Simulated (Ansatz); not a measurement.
A run for Ansatz (a first-principles code): R-CCSD(T)/cc-pV(Q+d)Z on Cl2H4Si2 (SMILES [SiH3][SiH](Cl)Cl). Files ending in .json are basis or fitting sets from the Basis Set Exchange.

Ansatz 0.2 input:
```yaml
crystal:
  periodic: [false, false, false]
  atoms:
    - {symbol: Si, position_ang: [-1.23632737, -0.01998414, -0.07089297]}
    - {symbol: Si, position_ang: [1.08534529, -0.02431204, 0.20932002]}
    - {symbol: Cl, position_ang: [1.81688669, 1.86550184, -0.19151834]}
    - {symbol: Cl, position_ang: [1.92208170, -1.37237948, -1.11348966]}
    - {symbol: H, position_ang: [-1.76454808, -1.37577615, 0.20683821]}
    - {symbol: H, position_ang: [-1.53920246, 0.36649392, -1.46670474]}
    - {symbol: H, position_ang: [-1.84009280, 0.95360298, 0.86821000]}
    - {symbol: H, position_ang: [1.55585701, -0.39314691, 1.55823749]}
basis:
  gaussian:
    orbitals: cc-pV_Q+d_Z.json
magnetization: {spin_polarized: false}
correlation: {method: ccsd_t, electrons: outside_noble_gas}
scf: {lower_state_search: off}
```

Output:

```
WARN ansatz: RAYON_NUM_THREADS=6 ignored (pool sized by the plan → 6); use --threads N
Functional definition: HF
these checks for a lower state are left out or cut short: stability, starts, cluster_reference, orbital_swaps, neighbouring_geometries, increment
integrals: 5.21 GiB planned
2269 factors; integrals over basis functions are off by at most 7.7e-4 eV
mean field: 2.15 GiB planned
mean field evaluation 1: about -40798.5425 eV, gradient 1.9e1 eV
mean field evaluation 2: about -40798.7155 eV, gradient 1.9e1 eV
mean field evaluation 4: about -40800.3267 eV, gradient 2.9e0 eV
mean field evaluation 8: about -40800.3699 eV, gradient 1.4e-1 eV
mean field -40800.36998099 eV, -1499.3859413174 hartree, gradient 6.6e-6 eV, S^2 0.000000; 0 other end points of the search recorded, 0 dependent functions left out
20 core orbitals not correlated
reference -40800.36998099 eV, -1499.3859413174 hartree; 13, 13 occupied and 343, 343 virtual orbitals, 2269 factors
second order -18.50218173 eV of doubles, -0.00000000 eV of singles
coupled cluster: 6.87 GiB planned
cycle   1  -19.58169667 eV  change    -1.1e0 eV  update   8.9e-2
cycle   2  -20.06838601 eV  change   -4.9e-1 eV  update   2.7e-2
cycle   3  -20.14158247 eV  change   -7.3e-2 eV  update   1.2e-2
cycle   4  -20.13098076 eV  change    1.1e-2 eV  update   3.1e-3
cycle   5  -20.12986107 eV  change    1.1e-3 eV  update   1.1e-3
cycle   6  -20.12984165 eV  change    1.9e-5 eV  update   3.3e-4
cycle   7  -20.12974539 eV  change    9.6e-5 eV  update   1.0e-4
cycle   8  -20.12977660 eV  change   -3.1e-5 eV  update   3.1e-5
cycle   9  -20.12979239 eV  change   -1.6e-5 eV  update   1.1e-5
perturbative correction -0.89267938 eV, -0.0328053622 hartree
Total energy: -40821.39245276 eV, -1500.1585029055 hartree
Checks for a lower state left out: stability, starts, cluster_reference, orbital_swaps, neighbouring_geometries, increment
```

Self-consistency was reached.

Cost: very roughly 80 core-minutes.
